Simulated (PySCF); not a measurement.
# Potential energy of EuCl along the bond

Set-up: PySCF, spin-free X2C with a Gaussian nucleus, basis sets Eu x2c-SVPall, Cl x2c-SVPall. Energies in eV from Eu (4f7 6s2) + Cl in their ground configurations at the same level. State: nonet, about 7.0 electrons in the 4f shell (Mulliken).

All columns are r²SCAN. A positive dipole means Eu(−)Cl(+).

| R (Å) | E (eV) | μ (D) | Mulliken charge on Eu (basis-dependent) | HOMO (eV) | LUMO (eV) | Mayer bond order | ⟨S²⟩ |
| --- | --- | --- | --- | --- | --- | --- | --- |
| 2.195 | -4.075 | -3.23 | 0.21 | -2.89 | -1.70 | 1.39 | 20.01 |
| 2.297 | -4.602 | -3.64 | 0.28 | -3.10 | -1.76 | 1.29 | 20.01 |
| 2.399 | -4.889 | -4.08 | 0.33 | -3.32 | -1.83 | 1.21 | 20.01 |
| 2.475 | -4.989 | -4.42 | 0.36 | -3.48 | -1.88 | 1.15 | 20.01 |
| 2.552 | -5.017 | -4.77 | 0.39 | -3.62 | -1.93 | 1.11 | 20.01 |
| 2.629 | -4.989 | -5.12 | 0.42 | -3.73 | -1.99 | 1.07 | 20.01 |
| 2.731 | -4.888 | -5.61 | 0.44 | -3.85 | -2.06 | 1.02 | 20.01 |
| 2.858 | -4.694 | -6.22 | 0.46 | -3.97 | -2.15 | 0.98 | 20.01 |
| 3.011 | -4.403 | -6.96 | 0.49 | -4.11 | -2.27 | 0.94 | 20.01 |
| 3.216 | -3.975 | -7.97 | 0.51 | -4.28 | -2.41 | 0.90 | 20.01 |

A fit through these points gives, at Re = 2.548 Å, μ = -4.75 D and dμ/dR = -4.59 D/Å; the reduced mass is 28.46 u.

Q: How strong is the fundamental in the double-harmonic approximation, I = 42.26·(dμ/dR)²/μred km/mol?

A: I = 42.26·(-4.59)²/28.46 = 31.3 km/mol at r²SCAN.

Spin–orbit coupling is left out, which matters for elements this heavy, above all for dissociation energies. The state is the lowest single determinant that the PBE0 search found; with open d or f shells the true ground state can be another one.
